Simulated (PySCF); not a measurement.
Simulation results for BH₄Si

Computed with PySCF 2.14.0. Calculation on a computer-drawn molecule: vertical ionisation energy to the stated ion spin, frozen-core CCSD(T) at the basis limit and cheaper methods, single-reference cases, UHF for radicals, no spin-orbit; all values are single points at the evaluated structure, the first of each entry, which is the reference or a displaced copy of it and isn't optimised; the reference structure only sets the zero of the energies above reference; triples share is (T) over the correlation energy.

Common to all runs: charge 0; multiplicity 2; ion multiplicity 1; diffuse functions no; basis cc-pV(n+d)Z; reference is the Hartree-Fock double-zeta minimum; best is HF at quadruple zeta + MP2 correlation extrapolated from triple and quadruple zeta + CCSD(T) minus MP2 at triple zeta; basis step is the size of the change from the same recipe one zeta lower.

(1) 
```xyz
6
formula=BH4Si
B      0.3923     1.4804    -0.7467
Si    -0.5131     1.4155    -2.3962
H      1.0781     2.4734    -0.5658
H      0.3918     0.5953     0.1113
H     -0.5518     2.4379    -3.5365
H     -1.4132     0.2203    -2.8744
```

Reference structure:
```xyz
6
BH4Si
B      0.4462     1.5611    -0.7666
Si    -0.5326     1.3831    -2.4426
H      1.0906     2.5478    -0.5507
H      0.4040     0.6841     0.0484
H     -0.5437     2.4050    -3.5076
H     -1.3536     0.2101    -2.8014
```

Drawn bonds:
```tsv
atom	other atom	order
1	2	1
1	3	1
1	4	1
2	5	1
2	6	1
```

(2) 
```xyz
6
formula=BH4Si
B      0.3923     1.4804    -0.7467
Si    -0.5131     1.4155    -2.3962
H      1.0781     2.4734    -0.5658
H      0.3918     0.5716     0.1342
H     -0.5518     2.4379    -3.5365
H     -1.4132     0.2203    -2.8744
```

Reference structure:
```xyz
6
BH4Si
B      0.4462     1.5611    -0.7666
Si    -0.5326     1.3831    -2.4426
H      1.0906     2.5478    -0.5507
H      0.4040     0.6841     0.0484
H     -0.5437     2.4050    -3.5076
H     -1.3536     0.2101    -2.8014
```

Drawn bonds:
```tsv
atom	other atom	order
1	2	1
1	3	1
1	4	1
2	5	1
2	6	1
```

Question: Give the missing energy above reference best for BH₄Si (entry 1).
Answer: 3.971 kcal/mol

Question: BH₄Si (entry 1): dipole magnitude B3LYP at triple zeta?
Answer: 0.9673 debye

Question: Give the missing ion D1 diagnostic at triple zeta for BH₄Si (entry 1).
Answer: 0.01826

Question: Estimate the D1 diagnostic at triple zeta of BH₄Si (entry 1).
Answer: 0.04617

Question: What triples share at triple zeta does the calculation give for BH₄Si (entry 2)?
Answer: 0.03303

Question: Estimate the ion D1 diagnostic at triple zeta of BH₄Si (entry 2).
Answer: 0.01847

Further results for BH₄Si (entry 1):

- ionisation energy best: 8.633 eV
- ionisation energy basis step: 0.02366 eV
- energy above reference basis step: 0.1161 kcal/mol
- total energy HF triple zeta: -315.8908 hartree
- total energy CCSD(T) triple zeta: -316.1538 hartree
- total energy best: -316.1832 hartree
- T1 diagnostic at triple zeta: 0.01568
- spin squared at triple zeta: 0.7639
- ion T1 diagnostic at triple zeta: 0.009671
- triples share at triple zeta: 0.03289
- basis functions triple zeta: 125
- dipole magnitude HF at triple zeta: 0.7292 debye
- dipole magnitude CCSD unrelaxed at triple zeta: 0.9297 debye
- dipole magnitude PBE at triple zeta: 1.003 debye
- dipole magnitude r2SCAN at triple zeta: 0.9359 debye
- dipole magnitude wB97X at triple zeta: 0.9367 debye

Triple zeta:
```tsv
method	ionisation energy (eV)	energy above reference (kcal/mol)
HF	7.895	5.213
PBE	8.878	2.575
r2SCAN	8.97	3.378
B3LYP	8.744	3.769
wB97X	8.577	3.621
MP2	8.52	4.36
CCSD	8.517	4.102
CCSD(T)	8.589	3.943
```

Further results for BH₄Si (entry 2):

* ionisation energy best: 8.64 eV
* ionisation energy basis step: 0.02348 eV
* energy above reference best: 4.936 kcal/mol
* energy above reference basis step: 0.1384 kcal/mol
* total energy HF triple zeta: -315.8890 hartree
* total energy CCSD(T) triple zeta: -316.1523 hartree
* total energy best: -316.1817 hartree
* T1 diagnostic at triple zeta: 0.01569
* D1 diagnostic at triple zeta: 0.04598
* spin squared at triple zeta: 0.7639
* ion T1 diagnostic at triple zeta: 0.009746
* basis functions triple zeta: 125
* dipole magnitude HF at triple zeta: 0.776 debye
* dipole magnitude CCSD unrelaxed at triple zeta: 0.9654 debye
* dipole magnitude PBE at triple zeta: 1.035 debye
* dipole magnitude r2SCAN at triple zeta: 0.9721 debye
* dipole magnitude B3LYP at triple zeta: 1.003 debye
* dipole magnitude wB97X at triple zeta: 0.9747 debye

Triple zeta:
```tsv
method	ionisation energy (eV)	energy above reference (kcal/mol)
HF	7.904	6.288
PBE	8.883	3.382
r2SCAN	8.976	4.312
B3LYP	8.75	4.764
wB97X	8.584	4.578
MP2	8.528	5.391
CCSD	8.524	5.071
CCSD(T)	8.596	4.886
```
